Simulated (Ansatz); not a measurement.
Saddle point of BN2H8Cl, closed shell (BH₂Cl ([BH2][Cl]) + NH₃ + NH₃ → BNH₄ ([BH2][NH2]) + HCl + NH₃; bonds formed: Cl2–H7, H5–N8; dative contacts that become bonds: B1–N6; bonds broken: B1–Cl2, H5–N6, H7–N8), PBE0-D4/def2-TZVP structure:

```
12
angstrom
B -1.4743 -0.7941 -0.2487
Cl -0.4224 0.8770 -2.0270
H -1.4084 -1.6548 -1.0723
H -2.4111 -0.0602 -0.1630
H 0.9471 0.2872 0.5529
N -0.5856 -0.8795 0.8822
H 0.7869 1.0428 -0.9566
N 1.5055 0.9613 -0.0016
H -0.0773 -1.7381 1.0290
H -0.8795 -0.4685 1.7552
H 1.6036 1.8445 0.4837
H 2.4153 0.5823 -0.2339
```

Energies are electronic, without zero-point energy. Barriers and step energies count from the start structure reached by relaxing down the imaginary mode; all methods use the PBE0-D4 structures, on which another method's saddle can fall below an end. Ansatz 0.2.0; basis: def2-TZVPP, with def2-QZVPP for the basis limit; cores frozen in the correlated methods. B3LYP uses VWN-RPA correlation. Extrapolation: Hartree–Fock as exp(−7.88 √X), correlation as X^−2.97.

| method | barrier (eV) | step energy (eV) |
| --- | --- | --- |
| SPW92 | 0.852 | 1.039 |
| PBE-D4 | 0.882 | 0.816 |
| BLYP-D4 | 0.799 | 0.647 |
| r2SCAN-D4 | 0.917 | 0.837 |
| B97M-V | 1.031 | 0.830 |
| PBE0-D4 | 0.993 | 0.893 |
| B3LYP-D4 | ? | 0.720 |
| r2SCAN0-D4 | 1.000 | 0.898 |
| BHLYP-D4 | 1.000 | 0.795 |
| CAM-B3LYP-D4 | 0.959 | 0.768 |
| wB97X-V | 1.057 | 0.864 |
| wB97M-V | 1.034 | 0.859 |
| B2PLYP | 0.974 | 0.744 |
| PBE-QIDH | ? | 0.946 |
| RPA on PBE | ? | 0.825 |
| HF | 1.082 | 0.626 |
| MP2 | 1.101 | 0.907 |
| CCSD | 1.136 | 0.846 |
| CCSD(T) | 1.114 | 0.870 |

**Question.** Fill in the withheld barriers. (To be estimated.)

**Answer.** Computed: RPA on PBE 1.140; PBE-QIDH 1.090; B3LYP-D4 0.893 eV. Each is the energy of the saddle less that of the start structure, by the same method.

For comparison, the barrier by CCSD(T) at an estimated basis limit (MP2 extrapolated from triple and quadruple zeta, plus CCSD(T) − MP2 in triple zeta) is 1.066 eV.

The T1 diagnostic stays at or below 0.011.

The step is the kind of exchange with an N–H group that builds nitride films in atomic layer and chemical vapour deposition.

Labels in which every atom is bracketed show which atoms are joined, not bond orders.

For scale, one of the runs: CCSD(T)/def2-TZVPP, 247 basis functions, launched by `ansatz run in.yaml --threads 4 --pin off --events-out ev --progress --plain --max-ram 9574MiB`. The run took 2.1 min on 4 CPU threads of an Arm Neoverse V1 (shared host), with 5.1 GiB of host memory at its peak.
